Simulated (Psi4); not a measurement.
F₆Te, charge +1, doublet, geometry from GFN2-xTB (a state made from the parent by changing its charge; the spin is typed, not shown lowest) (all electrons, no relativity). Base run: R2SCAN/3-21G run with Psi4.

Here is a job for Psi4.
```
memory 2 GB

molecule mol {
1 2
  F    -0.458021   -1.306832   -1.302697
  Te    0.000000   -0.000000   -0.000000
  F     1.838138   -0.205662   -0.439964
  F     0.161499   -1.365469    1.313022
  F    -0.161499    1.365469   -1.313022
  F     0.458021    1.306832    1.302697
  F    -1.838138    0.205662    0.439964
}

set basis 3-21g
set reference uks
set scf_type pk

energy('r2scan')
print_variables()
```

Variants of this job, named by their change:

| change | ΔE vs base (mEh) | SCF cycles | grid points | basis functions | outcome |
|---|---|---|---|---|---|
| base | 0.000 | 24 | 151272 | 87 | converged |
| dft_spherical_points = 974 | 0.221 | 24 | 486400 | 87 | converged |
| dft_nuclear_scheme = stratmann | 0.234 | 15 | 140162 | 87 | converged |
| level_shift = 0.3 | 0.000 | 20 | 151272 | 87 | converged |
| dft_basis_tolerance = 1e-8 | 0.000 | 24 | 149710 | 87 | converged |
| puream = false | 0.000 | 24 | 151272 | 87 | converged |
| e_convergence = 1e-8 | 0.000 | 24 | 151272 | 87 | converged |
| e_convergence = 1e-4 | 0.000 | 24 | 151272 | 87 | converged |
| guess = sap | 0.000 | 26 | 151272 | 87 | converged |
| damping_percentage = 20 | -0.002 | 95 | 151272 | 87 | converged |
| diis_max_vecs = 3 | - | - | - | 87 | not converged |
| dft_radial_scheme = multiexp | -15.629 | 24 | 157648 | 87 | converged |

Open shells are given as the SCF converged; they aren't shown to be the lowest states, and a large step between rows can be another state.
